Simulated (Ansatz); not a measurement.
Program: Ansatz. Geometries: PBE0-D4/def2-TZVP. ΔE: electronic, gas phase. CCSD(T)/CBS adds triple-zeta CCSD(T) − MP2 to the extrapolated MP2 energy (def2 sets, frozen cores). This one scheme is used for every species. Functionals use def2-TZVPP. HSE06 is defined as in plane-wave codes. For Zn outer-core shells are correlated without core-valence functions, which leaves a few kJ/mol of doubt a bond. Scalar relativity is left out up to krypton. One conformer a species, not always the lowest.

Consider the ligand exchange at a Zn–O bond: `[NH2][Zn][OH]` + `O[SiH3]` → `[NH2][Zn][O][SiH3]` + H₂O.

`[NH2][Zn][OH]`:

Cartesian coordinates in Å:
```
N -1.158 -0.831 -0.206
Zn 0.388 0.106 -0.131
O 1.971 0.892 -0.254
H -1.994 -0.295 -0.396
H -1.351 -1.434 0.582
H 2.145 1.564 0.406
```

`O[SiH3]`:

```xyz
6

O     0.259   -1.123   -0.560
Si    0.050    0.285    0.270
H    -0.309   -1.288   -1.313
H     0.272    1.473   -0.599
H     1.049    0.266    1.361
H    -1.322    0.387    0.841
```

`[NH2][Zn][O][SiH3]`:

Cartesian coordinates in Å:
```
N 0.425 -0.366 -2.833
Zn 0.154 -0.408 -1.047
O -0.111 -0.652 0.679
Si -0.318 0.139 2.078
H -0.303 0.082 -3.373
H 1.310 0.022 -3.130
H 0.743 1.167 2.296
H -1.632 0.844 2.122
H -0.268 -0.827 3.209
```

H₂O:

Cartesian coordinates in Å:
```
O 0.246 -0.076 -0.292
H 0.213 0.713 0.253
H -0.459 -0.637 0.039
```

Q: Is it downhill or uphill in electronic energy at CCSD(T)/CBS, and by how much? (Estimate.)

A: Ansatz gave: Downhill: ΔE = -27.5 kJ/mol.

Q: What do these levels give: CAM-B3LYP-D4, ωB97M-V, PBE-QIDH, PBE, BLYP, HSE06, RPA@PBE/def2-TZVPP, CCSD(T)/def2-SVP, HF/def2-TZVPP, CCSD/def2-TZVPP, MP2/def2-QZVPP, MP2/CBS(def2)? (An estimate is asked.)

A: The calculation gave: CAM-B3LYP-D4 -23.4, ωB97M-V -23.2, PBE-QIDH -26.4, PBE -15.1, BLYP -14.1, HSE06 -21.4, RPA@PBE/def2-TZVPP -26.5, CCSD(T)/def2-SVP -44.9, HF/def2-TZVPP -32.4, CCSD/def2-TZVPP -28.2, MP2/def2-QZVPP -26.8, MP2/CBS(def2) -26.5 kJ/mol.

Largest T1 diagnostic among the species: 0.017.

Leaving LDA and LC-ωPBE aside and taking each functional with its dispersion term where it has one, the values, not all of them listed here, spread over 11.9 kJ/mol, from BHLYP-D4 to PBE-D4. In def2-TZVPP, CCSD(T) changes the Hartree–Fock value by +4.9 kJ/mol (the triples alone add +0.8 kJ/mol) and MP2 by +5.8 kJ/mol.
